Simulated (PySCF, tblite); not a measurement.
Species: C₄H₈O₂SSi.
Z-matrix (Å and degrees, GFN2-xTB geometry), rows numbered from 1:
```
O 
C   1  1.1971
C   2  1.5003  1  125.46
C   3  1.5271  2  116.83  1    -6.24
S   4  1.8311  3   92.72  2  -131.96
C   3  1.5419  2  112.64  1  -116.90
O   6  1.3537  3  114.25  2  -104.53
Si  7  1.6379  6  129.28  3  -177.00
H   2  1.1079  1  121.84  3  -177.57
H   3  1.0935  2  109.20  1   122.85
H   4  1.0888  3  112.75  2   -17.90
H   4  1.0865  3  116.12  2   111.00
H   6  1.0973  3  113.01  2    24.77
H   8  1.4601  7  110.42  6    59.80
H   8  1.4650  7  109.10  6   -60.73
H   8  1.4520  7   97.30  6  -179.64
```

Method: B3LYP/def2-SVPD in PySCF (dipole) on a GFN2-xTB geometry, gas phase.

Masses are those of the commonest isotopes; rigid-rotor values at the optimised geometry. The values belong to one conformer with, in the numbering `[O:1]=[CH:2][C@@H:3]1[CH2:4][S:5][C@H:6]1[O:7][SiH3:8]`, O1–C2–C3–C4 -6°, S5–C6–O7–Si8 -72°, C2–C3–C4–S5 -132°, C3–C4–S5–C6 10°, C4–S5–C6–O7 -129°, C2–C3–C6–S5 135°.

(1) Give the principal moments of inertia and the rotational constants in MHz.

(2) What kind of rotor is it?

(3) What does the inertial defect say?

(4) Give the other two planar moments, Paa and Pbb, and the rms extents of the mass along the axes.

(5) Where do the levels up to J = 2 lie, in MHz?

(6) Which lines would a microwave search look for?

(7) Estimate the classical rotational partition function at 100 K, 200 K and 298.15 K.

Answers

(1) Ia = 211.77, Ib = 568.33, Ic = 734.10 u·Å²; 505379 MHz·u·Å²/I gives A = 2386, B = 889.2, C = 688.4 MHz.

(2) An asymmetric top. Ray's parameter κ = (2B − A − C)/(A − C) = -0.763; −1 is the prolate and +1 the oblate limit.

(3) Not planar: Δ = Ic − Ia − Ib = -46.00 u·Å². For a rigid frame Δ = −2 Σ m c², so Σ m c² = 23.00 u·Å² lies off the ab plane: 9.19 from hydrogen and 13.81 from heavier atoms. The atom farthest from that plane is 1.61 Å away.

(4) Paa = Σ m a² = (Ib + Ic − Ia)/2 = 545.33 and Pbb = Σ m b² = (Ia + Ic − Ib)/2 = 188.77 u·Å². With the mass M = 148.00 u, the rms extents √(P/M) along a, b and c are 1.92, 1.13, 0.39 Å.

(5) Above 0(0,0):
J = 1: 1(0,1) 1578, 1(1,1) 3075, 1(1,0) 3276
J = 2: 2(0,2) 4714, 2(1,2) 6029, 2(1,1) 6632, 2(2,1) 11123, 2(2,0) 11142
Those of J = 1 are B + C, A + C and A + B.

(6) The dipole components are |μa| = 1.97 D, |μb| = 0.90 D, |μc| = 0.82 D. Intensities carry the squares of the components, which stand as 1.00 : 0.21 : 0.17 (a : b : c). Some lines, for components of 0.1 D or more:

```tsv
type	branch	J(Ka,Kc)	MHz	lower level (cm⁻¹)
b	R	3(1,2) ← 2(2,1)	530	0.371
a	Q	2(1,1) ← 2(1,2)	602	0.201
a	Q	3(1,2) ← 3(1,3)	1204	0.349
c	Q	2(1,2) ← 2(0,2)	1315	0.157
b	Q	3(1,2) ← 3(0,3)	2281	0.313
a	R	2(1,1) ← 1(1,0)	3356	0.109
a	R	3(2,2) ← 2(2,1)	4733	0.371
b	R	4(0,4) ← 3(1,3)	5054	0.349
c	R	2(1,1) ← 1(0,1)	5054	0.053
b	Q	2(2,1) ← 2(1,2)	5094	0.201
b	Q	4(2,3) ← 4(1,4)	5828	0.545
a	R	4(2,3) ← 3(2,2)	6296	0.529
a	R	4(2,2) ← 3(2,1)	6475	0.532
c	R	3(1,2) ← 2(0,2)	6940	0.157
b	R	4(1,4) ← 3(0,3)	6952	0.313
c	Q	4(3,2) ← 4(2,2)	7776	0.748
c	Q	3(3,1) ← 3(2,1)	7906	0.532
b	Q	3(3,1) ← 3(2,2)	7999	0.529
b	R	4(2,3) ← 3(1,2)	10499	0.389
c	R	3(3,1) ← 2(2,1)	12732	0.371
b	R	4(3,1) ← 3(2,2)	14352	0.529
```

(7) Point group C1, symmetry number σ = 1; q = (√π/σ)·√((kT/h)³/(ABC)), k/h = 20836.6 MHz/K: 139000 at 100 K, 394000 at 200 K, 718000 at 298.15 K.

Its GFN2-xTB frequencies are all real (lowest 38 cm⁻¹). Constants of a rigid frame at the computed geometry: no zero-point averaging, no centrifugal distortion. A rigid rotor knows nothing of internal rotation, which can split or shift real lines.
